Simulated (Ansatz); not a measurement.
Start from `NB[SiH2][SeH]` and change one atom or group to get `C#CB[SiH2][SeH]`.

Ansatz, PBE0-D4/def2-TZVP geometries, multiplicity 1. Each molecule was computed in one conformer, which needn't be the lowest.

Scalar relativity is left out up to krypton.

```tsv
property	`NB[SiH2][SeH]`
HOMO energy (PBE/def2-TZVPP) / eV	-5.53
HOMO energy (PBE0/def2-TZVPP) / eV	-6.66
size of the dipole moment (PBE/def2-TZVPP) / D	3.43
HOMO–LUMO gap (B3LYP/def2-TZVPP) / eV	5.27
HOMO–LUMO gap (PBE0/def2-TZVPP) / eV	5.67
LUMO energy (B3LYP/def2-TZVPP) / eV	-1.16
```

What does the change do to each property? (Estimate.)

The calculation gave: 
| property | `C#CB[SiH2][SeH]` | shift |
| --- | --- | --- |
| HOMO energy (PBE/def2-TZVPP) / eV | -5.87 | -0.34 |
| HOMO energy (PBE0/def2-TZVPP) / eV | -6.90 | -0.24 |
| size of the dipole moment (PBE/def2-TZVPP) / D | 1.82 | -1.61 |
| HOMO–LUMO gap (B3LYP/def2-TZVPP) / eV | 5.41 | 0.14 |
| HOMO–LUMO gap (PBE0/def2-TZVPP) / eV | 5.82 | 0.15 |
| LUMO energy (B3LYP/def2-TZVPP) / eV | -1.28 | -0.12 |

With PBE0 the HOMO falls by 0.24 eV and the LUMO falls by 0.09 eV, so the gap widens by about 0.15 eV. PBE moves the HOMO by -0.34 eV and ωB97M-V by -0.13 eV. Dipoles are sizes alone; their direction can turn.

B3LYP here is the variant with VWN-RPA as its local correlation; programs differ in this.

Spin–orbit coupling is left out; it splits and shifts lone-pair levels of the heavy atoms by tenths of an eV.
